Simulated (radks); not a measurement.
Results of a calculation; reference values are marked as such.
Q: Ionisation of the cerium ion Ce2+, [Xe] 4f2, to Ce3+, [Xe] 4f1, under several functionals. Scalar-relativistic Kohn-Sham, spin-polarised, spherical densities, point nucleus; open shells are filled with parallel spins first (spin-orbit coupling, left out, can overturn this in heavy ions); a radial shooting solver on a logarithmic mesh with Libxc functionals. Known Delta-SCF values: RPBE 20.917 eV; LDA (Slater exchange, Perdew-Wang correlation) 21.263 eV; PBE 20.973 eV. What does SOGGA give, and what is its highest occupied eigenvalue?

A: 20.907 eV by Delta-SCF; the 4f eigenvalue is -13.351 eV. NIST: 20.197 eV (semi-empirical).
